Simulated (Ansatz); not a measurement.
Abridged output of a molecular run in Ansatz:

```
Functional definition: HF
1566 factors; integrals over basis functions are off by at most 1.2e-3 eV
mean field evaluation 1: about -14560.5932 eV, gradient 5.5e1 eV
mean field evaluation 2: about -14560.8506 eV, gradient 5.5e1 eV
mean field evaluation 4: about -14566.5039 eV, gradient 3.8e0 eV
mean field evaluation 8: about -14566.5680 eV, gradient 2.6e-1 eV
mean field -14566.56824510 eV, -535.3115094330 hartree, gradient 2.5e-6 eV, S^2 0.000000; 0 other end points of the search recorded, 0 dependent functions left out
9 core orbitals not correlated: weight in the atoms' cores, before any rotation towards them, 1.000 or more for the frozen orbitals, at most 0.000 for the correlated occupied ones
reference -14566.56824510 eV, -535.3115094330 hartree; 16, 16 occupied and 239, 239 virtual orbitals, 1566 factors
second order -26.94895425 eV of doubles, -0.00000000 eV of singles
cycle   1  -27.14317513 eV  change   -1.9e-1 eV  update   1.0e-1
cycle   2  -27.72592245 eV  change   -5.8e-1 eV  update   2.7e-2
cycle   3  -27.84894789 eV  change   -1.2e-1 eV  update   1.4e-2
cycle   4  -27.83572908 eV  change    1.3e-2 eV  update   3.0e-3
cycle   5  -27.83554886 eV  change    1.8e-4 eV  update   1.5e-3
cycle   6  -27.83623328 eV  change   -6.8e-4 eV  update   4.4e-4
cycle   7  -27.83596703 eV  change    2.7e-4 eV  update   1.7e-4
cycle   8  -27.83588944 eV  change    7.8e-5 eV  update   5.0e-5
cycle   9  -27.83589649 eV  change   -7.1e-6 eV  update   1.8e-5
perturbative correction -0.99512040 eV, -0.0365700001 hartree
Total energy: -14595.39926200 eV, -536.3710297614 hartree
```

Its atoms:

Cartesian coordinates in Å:
```
C 0.879 1.388 0.480
N -0.429 0.794 0.298
Si -0.723 -0.813 -0.159
O -0.117 -1.174 -1.648
O 0.035 -1.886 0.822
H 1.196 1.405 1.528
H 1.622 0.812 -0.076
H 0.908 2.412 0.095
H -1.180 1.299 0.740
H -2.198 -0.970 -0.110
H -0.380 -0.599 -2.367
H 0.388 -2.669 0.396
```

Question: Which basis set was used?
A. def2-QZVPP
B. def2-SVPD
C. cc-pV(Q+d)Z
D. def2-TZVPP

Answer: D. It gives 264 functions.

Question: Write the keys of the input that set method, charge and spin (a neutral closed shell needs none for the last two).

Answer: 
```yaml
correlation: {method: ccsd_t}
```
